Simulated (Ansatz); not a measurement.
`C#[C][SnH2][C]#C` + `OBF` → `C#CB(O)F` + `C#[C][SnH3]` at 298.15 K and 1 bar (formal exchange of groups at a C–Sn bond).

Computed with Ansatz on PBE0-D4/def2-TZVP structures; ΔE is electronic, products minus reactants. CCSD(T)/CBS is the MP2 limit (def2-TZVPP, def2-QZVPP) plus CCSD(T) − MP2 in def2-TZVPP, frozen cores. This one scheme is used for every species. def2 core potentials past Kr. For Sn outer-core shells are correlated without core-valence functions, which leaves a few kJ/mol of doubt a bond. Each species was taken in one conformer, which may not be the lowest.

```csv
species,CCSD(T)/CBS energy (Eh),H − E (kJ/mol),S (J/(mol·K))
`C#[C][SnH2][C]#C`,-368.49595,155.4,352.9
`OBF`,-201.07426,91.0,252.9
`C#CB(O)F`,-277.13346,124.4,301.5
`C#[C][SnH3]`,-292.44374,117.6,294.8
```

H − E and S are ideal-gas, rigid-rotor, harmonic terms from PBE0-D4/def2-TZVP, for one conformer and one mirror image of each species. 1 Eh = 2625.50 kJ/mol, R = 8.31446 J/(mol·K).

Problem. By hand: ΔE, ΔH, ΔS and ΔG.

Solution. ΔE = (-277.13346) + (-292.44374) − (-368.49595) − (-201.07426) = -0.00699 Eh = -18.4 kJ/mol. Δ(H − E) = 124.4 + 117.6 − 155.4 − 91.0 = -4.4, so ΔH = -22.8 kJ/mol. ΔS = 301.5 + 294.8 − 352.9 − 252.9 = -9.5 J/(mol·K). ΔG = -22.8 − 298.15 × (-9.5)/1000 = -20.0 kJ/mol.

Problem. By hand: the equilibrium constant, and the temperature at which ΔG would vanish if ΔH and ΔS stayed fixed.

Solution. log₁₀ K = −ΔG/(RT ln 10) = 3.5. ΔG = 0 at ΔH/ΔS = 2400 K, though so small a ΔS makes that figure unsure.

The number of gas molecules stays the same, so ΔS is small and ΔH decides. A doubt of 5 kJ/mol in ΔE shifts log₁₀ K by 0.9 here. Other conformers and mirror images would add mixing entropy, several J/(mol·K) or more a flexible species. These are equilibria of isolated gas molecules and say nothing of rates. Largest T1 diagnostic: 0.014 (customary marks: 0.02 for closed shells, 0.045 for open ones).
